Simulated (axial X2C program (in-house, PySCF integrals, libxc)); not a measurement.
# KZr: from the spin-free to the two-component result

Computed with an axial X2C code built on PySCF integrals. Spin-free means the one-electron spin-free X2C Hamiltonian; two-component (2c) means X2C with spin–orbit coupling and atomic mean-field two-electron Coulomb and Gaunt terms, so the difference of the two also holds small scalar two-electron terms. Basis: Zr dyall-cv3z [11s12p9d6f3g], K dyall-cv3z [11s12p6d3f] (cores contracted in-house); Gaussian nuclei, density fitting, unrestricted open shells. Masses: Zr 89.905 u, K 38.964 u.

Spin-free state: M_S = 3/2, Λ = 2 (beyond evenly filled blocks: π+α, π-α, δ+α); fragments Zr + K.

```
  level  Re (Å)  ωe (cm⁻¹)  De (eV)  μ (D)
   PBE0   3.455      101.1    0.677   4.95
   CCSD   3.400      106.2    0.033    n/a
CCSD(T)   3.339      113.8    0.039    n/a
   PW91   3.406      107.8    0.827   5.05
```

Correlated methods: 13 electrons correlated (number of frozen shells: Zr 4 s, 3 p, 1 d; K 2 s, 1 p), 349 virtual spin orbitals or spinors in MP2, 90 natural virtuals in coupled cluster.

Dipoles are positive if K is the positive end.

Two-component determinant lowest at the distance of the search:

Ω = 1/2 (⟨Sz⟩ = -1.50, ⟨Lz⟩ = 2.00 at HF); fragments Zr + K.

```
  level  Re (Å)  ωe (cm⁻¹)  μ (D)
   PBE0   3.455      101.0   4.94
   CCSD   3.401      106.1    n/a
CCSD(T)   3.340      113.5    n/a
   PW91   3.406      107.8   5.04
```

(1) From the two tables, how do the constants change at the CCSD(T) level (2c against spin-free)?

Occupations by symmetry block were frozen at the best pattern of an incomplete PBE0 search. Dissociation energies refer to the lowest single-determinant-based atoms at the same level and basis. De is not given where an atomic determinant may have missed its ground term or J level, or where the truncated virtual space spoils (T). Density functionals use the spin component along the axis (collinear). Coupled cluster ran in a truncated set of natural virtual spinors; the MP2 energy of the rest was added. (T) has no such correction and the atoms are truncated less, which lowers De at CCSD(T) by a hundredth of an eV or more. Other states lie close and PBE0, whose exact exchange favours high spin, may order them wrongly; the determinant shown need not be the ground state. The nearest other spin-free determinant of the search, M_S = 3/2, Λ = 3, lies 0.09 eV up at the distance of the search. Without a current term, density functionals place determinants with orbital angular momentum somewhat too high. The atomic limit has a lower orbital projection than the molecule and lies lower at mean-field level, so De may be about a tenth of an eV too small. With several unpaired electrons one determinant need not be a pure state. The outer-core s and p shells of the metal are frozen in the correlated rows, which leaves out core–valence correlation; for alkali and alkaline-earth bonds that tends to lengthen them. At some level and bond length an empty orbital lies below a filled one. The determinant is spin-polarised beyond a pure state at some levels (its spin-free form has ⟨S²⟩ too high), which makes Re and μ there less reliable. The T1 diagnostic is large, a sign of multireference character. With the outer-core shells frozen, correlated bond lengths of heavy atoms tend to come out a few hundredths of an ångström too long.

Results:

(1) At the CCSD(T) level Re increases by 0.001 Å and ωe goes down by 0.3 cm⁻¹.
